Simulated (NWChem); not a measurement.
Species: AlHCl2; SMILES [Cl][AlH][Cl]

```xyz
4

Al     0.0000     0.0000    -0.6928
H      0.0000     0.0000    -2.2707
Cl    -1.8059     0.0000     0.3895
Cl     1.8059     0.0000     0.3895
```
Atoms are numbered in this order, from 1.

Level: PBE-D3(BJ)/def2-SVP (NWChem), optimised geometry, unscaled harmonic frequencies. 

**Question.** List the harmonic frequencies with IR intensities, and the thermochemistry.

**Answer.** 
```csv
frequency (cm⁻¹),IR intensity (km/mol)
160,8.2
441,103.1
474,37.8
578,23.4
662,262.0
1961,104.0
```

The zero-point energy is 6.1 kcal/mol and the thermal correction to the enthalpy at 298.15 K (with zero-point energy) comes out as 9.4 kcal/mol. The heat capacity Cv is 12.5 cal/(mol K) and the entropy at 298.15 K and 1 atm (symmetry number 2) is 69.0 cal/(mol K). The dipole moment comes out as 0.97 D.

Rigid rotor and harmonic oscillator.
